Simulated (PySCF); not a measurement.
A structure optimised at PBE-D3(BJ)/def2-SVP, used in a PySCF frequency run:

```
Si
F 1 1.6495
H 1 1.5039 2 107.98
C 1 1.8746 3 111.17 2 -120.57
H 4 1.1085 1 111.43 3 177.28
H 4 1.1087 5 108.40 1 122.50
H 4 1.1100 5 108.14 6 117.24
Si 1 2.3530 3 109.91 2 117.16
F 8 1.6352 1 110.91 3 -44.69
F 8 1.6401 9 107.20 1 -115.03
H 8 1.5009 9 107.55 10 -115.50
```

Problem. Write its SMILES and formula.

Solution. C[Si@H](F)[SiH](F)F, CH5F3Si2

Problem. What are its rotational constants (standard atomic weights)?

Solution. 3.1530, 1.4243, 1.0684 GHz
